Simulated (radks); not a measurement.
Tb, configuration [Xe] 4f8 5d1 6s2 (not the ground configuration). Calculated with a radial shooting solver on a logarithmic mesh with Libxc functionals: Dirac Kohn-Sham, PBE, spin-unpolarised, spherical densities, point nucleus; open shells are shared between the two j in proportion to 2j + 1. Some entries of the table are withheld. Estimate them.

| orbital | occ. | eigenvalue (Ry) | <r> (bohr) | <r^2> (bohr^2) |
|---|---|---|---|---|
| 1s1/2 | 2 | -3808.131 | 0.02150 | 0.0006315 |
| 2s1/2 | 2 | -631.3568 | 0.09095 | 0.009828 |
| 2p1/2 | 2 | -599.9413 | 0.07590 | 0.007125 |
| 2p3/2 | 4 | -545.0692 | 0.08284 | 0.008355 |
| 3s1/2 | 2 | -140.4816 | 0.2389 | (1) |
| 3p1/2 | 2 | -126.8349 | 0.2286 | 0.06080 |
| 3p3/2 | 4 | -115.5085 | 0.2418 | 0.06781 |
| 3d3/2 | 4 | -92.02175 | 0.2141 | 0.05395 |
| 3d5/2 | 6 | -89.55149 | 0.2182 | 0.05591 |
| 4s1/2 | 2 | -28.24990 | 0.5408 | 0.3303 |
| 4p1/2 | 2 | (2) | 0.5519 | 0.3468 |
| 4p3/2 | 4 | (3) | 0.5818 | 0.3851 |
| 4d3/2 | 4 | -11.56432 | 0.6153 | 0.4395 |
| 4d5/2 | 6 | -11.10548 | 0.6259 | 0.4546 |
| 5s1/2 | 2 | -3.76194 | 1.308 | 1.924 |
| 5p1/2 | 2 | -2.29116 | (4) | 2.446 |
| 5p3/2 | 4 | -1.94876 | (5) | 2.790 |
| 4f5/2 | 3.42857 | -0.69266 | (6) | 0.9166 |
| 4f7/2 | 4.57143 | -0.63057 | (7) | 0.9504 |
| 6s1/2 | 2 | -0.30830 | 3.939 | 17.66 |
| 5d3/2 | 0.4 | -0.19048 | 2.784 | 9.648 |
| 5d5/2 | 0.6 | -0.17018 | 2.898 | 10.50 |

Answer. 
(1) 3s1/2 <r^2> (bohr^2): 0.06537
(2) 4p1/2 eigenvalue (Ry): -22.90130
(3) 4p3/2 eigenvalue (Ry): -20.37054
(4) 5p1/2 <r> (bohr): 1.467
(5) 5p3/2 <r> (bohr): 1.566
(6) 4f5/2 <r> (bohr): 0.8340
(7) 4f7/2 <r> (bohr): 0.8473
